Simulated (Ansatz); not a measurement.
Reaction (cleavage of the Si–P bond): `[SiH3]P[SiH3]` + `B/C=C/O` → `B/C=C/O[SiH3]` + `[SiH3]P`

Computed with Ansatz on PBE0-D4/def2-TZVP structures; ΔE is electronic, products minus reactants. CBS: MP2 limit from def2 TZ/QZ plus the TZ coupled-cluster correction, frozen cores. This one scheme is used for every species. Double bonds are as drawn, so ΔE can hold a change between cis and trans. Functionals use def2-TZVPP. Each species was taken in one conformer, which may not be the lowest.

| level | ΔE (kJ/mol) |
| --- | --- |
| r2SCAN-D4 | -35.6 |
| ωB97M-V | -43.1 |
| B2PLYP | -50.1 |
| PBE | -25.4 |
| MP2/def2-TZVPP | -45.5 |
| CCSD(T)/def2-TZVPP | -45.7 |
| HF/CBS(def2) | -70.0 |
| MP2/CBS(def2) | -43.1 |

Q: What does CCSD(T)/CBS give? (Estimate.)

A: The calculation gave: -43.3 kJ/mol. The listed levels differ from it by 7.7, 0.2, -6.8, 17.9, -2.2, -2.4, -26.7, 0.2 kJ/mol.

Largest T1 diagnostic among the species: 0.013.

From PBE to PBE0 (25 % exact exchange), in def2-TZVPP and without D4, ΔE moves by −4.3 kJ/mol. In def2-TZVPP, CCSD(T) changes the Hartree–Fock value by +22.3 kJ/mol (the triples alone add +4.0 kJ/mol) and MP2 by +22.5 kJ/mol. The D4 term adds +4.7 kJ/mol with B3LYP and +2.4 kJ/mol with PBE0; it sums over pairs of atoms, weighted by their polarisabilities, and B3LYP, whose exchange is more repulsive, gets the larger term.

B3LYP here is the variant with VWN-RPA as its local correlation; programs differ in this.
